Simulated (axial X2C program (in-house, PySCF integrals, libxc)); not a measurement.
Spin–orbit effects down a group: molecules with Rb, MP2

Computed with an in-house relativistic program for diatomic molecules, spin-free (one-electron X2C) or two-component (2c: spin–orbit coupling with atomic mean-field Coulomb and Gaunt terms, which also bring small scalar terms), in Dyall basis sets with cores contracted in-house; open shells are unrestricted.

Basis sets: H dyall-v3z, Li dyall-cv3z, Na dyall-cv3z, Rb dyall-cv3z. Frozen shells (counts by l): RbH Rb 3s2p1d, H none, 10 electrons correlated; LiRb Rb 3s2p1d, Li 1s, 10 electrons correlated; NaRb Rb 3s2p1d, Na 2s1p, 10 electrons correlated. Where the outer core of a metal is frozen, bonds come out longer and ionisation energies lower.

| molecule | spin-free state | Re (Å) | ωe (cm⁻¹) | De (eV) | 2c state | Re 2c (Å) | ωe 2c (cm⁻¹) | De 2c (eV) |
| --- | --- | --- | --- | --- | --- | --- | --- | --- |
| RbH | M_S = 0, Λ = 0 | 2.352 | 968.3 | 1.49 | Ω = 0 | 2.352 | 968.5 | 1.49 |
| LiRb | M_S = 0, Λ = 0 | 3.486 | 198.2 | 0.48 | Ω = 0 | 3.485 | 198.2 | 0.48 |
| NaRb | M_S = 0, Λ = 0 | 3.671 | 108.9 | 0.39 | Ω = 0 | 3.671 | 108.9 | 0.39 |

Task: Work out the shifts from the spin-free to the two-component result.

Result: 

```
molecule  2c state  ΔRe (Å)  Δωe (cm⁻¹)  ΔDe (eV)
     RbH     Ω = 0    0.000         0.2      0.00
    LiRb     Ω = 0   -0.001         0.0      0.00
    NaRb     Ω = 0    0.000         0.0      0.00
```

Shifts of one unit in the last digit are rounding.

Each entry is the lowest single determinant of a limited PBE0 search at one distance. De goes to single-determinant-based atoms at the same level (for ions the charge split of lowest energy) and is withheld (n/a) where an atom does not fit its ground term or J level. Main or longest-lived isotopes.
